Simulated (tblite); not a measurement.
Compound: C6H7FO.
Geometry (GFN2-xTB, Å), atoms numbered from 1 in this order:
```xyz
15
C6H7FO angstrom
C      2.2480   -0.6650    0.8190
C      0.9355   -0.5494    0.7580
C      0.2031    0.1210   -0.3684
C     -0.9321   -0.7480   -0.9565
O     -2.1777   -0.0838   -0.7125
C     -1.9099    1.0980   -0.0961
C     -0.6160    1.2927    0.1174
F     -0.0463    2.3616    0.6937
H      2.8885   -0.2841    0.0404
H      2.7389   -1.1400    1.6505
H      0.3049   -0.9284    1.5514
H      0.9211    0.4326   -1.1330
H     -0.8297   -0.8834   -2.0368
H     -0.9764   -1.7326   -0.4817
H     -2.7563    1.7168    0.1326
```

Level: GFN2-xTB in tblite, geometry and Hessian alike; calculated harmonic values, unscaled, isolated species. This tight-binding method is rough: wavenumbers can miss measured ones by several per cent, in bad cases by 10 to 20. One conformer, not necessarily the lowest.

Harmonic wavenumbers (cm⁻¹): 58.9, 67.4, 201.6, 287.9, 320.4, 362.7, 394.2, 492.0, 599.1, 669.5, 733.7, 801.6, 853.0, 901.9, 951.6, 958.6, 985.5, 1023.0, 1054.5, 1117.1, 1137.1, 1176.0, 1188.7, 1199.4, 1250.4, 1268.4, 1297.7, 1319.6, 1412.7, 1473.5, 1713.0, 1733.4, 2932.6, 2941.8, 2959.1, 3062.5, 3102.7, 3132.9, 3159.8.

A = 3045, B = 1844, C = 1239 MHz; mass 114.048 u (most abundant isotopes); point group C1, symmetry number 1.

Zero-point energy?

½Σν̃ = 25148 cm⁻¹ = 71.90 kcal/mol.

Give the ideal-gas entropy at 273.15 K and 1 bar in the rigid-rotor, harmonic-oscillator model (classical rotation).

Translation 39.70, rotation 27.97, vibration 17.06: S = 84.7 cal/(mol K).

And Cp and H(273.15 K) − H(0)?

Cp = 27.57 cal/(mol K), of which vibrations give 19.62 (their classical limit is 39 R = 77.5); H(273.15 K) − H(0) = 4.69 kcal/mol without the zero-point energy, 2.51 from vibrations.

Which modes carry the vibrational entropy at 273.15 K?

58.9 cm⁻¹: 4.32; 67.4 cm⁻¹: 4.06; 201.6 cm⁻¹: 1.96; 287.9 cm⁻¹: 1.34; 320.4 cm⁻¹: 1.17; 362.7 cm⁻¹: 0.98 cal/(mol K); the other 33 give 3.24 together.

Blend soft modes into free rotors: weight 1/[1 + (100 cm⁻¹/ν̃)⁴] for the oscillator and the rest for a rotor with moment μB/(μ + B), μ = h/(8π²ν), B = 10⁻⁴⁴ kg m². What vibrational entropy results?

15.42 cal/(mol K) in place of 17.06, which changes −T·S at 273.15 K by +0.45 kcal/mol.

What must be added to the electronic energy to get the Gibbs energy at 273.15 K and 1 bar?

ZPE + [H(273.15 K) − H(0)] − T·S = 71.90 + 4.69 − 23.14 = 53.45 kcal/mol.

How do the functions run with temperature in this model?

| T (K) | S (cal/(mol K)) | Cp (cal/(mol K)) | H − H(0) (kcal/mol) | G − H(0) (kcal/mol) | ln q(vib) |
| --- | --- | --- | --- | --- | --- |
| 50 | 56.3 | 11.3 | 0.47 | -2.35 | 0.36 |
| 100 | 65.0 | 14.3 | 1.11 | -5.40 | 1.13 |
| 298.15 | 87.2 | 29.7 | 5.40 | -20.61 | 4.38 |
| 373.15 | 94.6 | 36.0 | 7.87 | -27.43 | 5.69 |
| 500 | 106.5 | 45.2 | 13.05 | -40.19 | 7.98 |
| 750 | 127.4 | 57.7 | 26.04 | -69.49 | 12.53 |
| 1000 | 145.1 | 65.4 | 41.49 | -103.61 | 16.89 |

q(vib) and H(0) count from the zero-point level.

Hindered rotation and anharmonicity are outside this model. Other conformers, if any are populated, would add a mixing term that is left out. The structure is chiral; the term R ln 2 for an equal mix with its mirror image is left out.
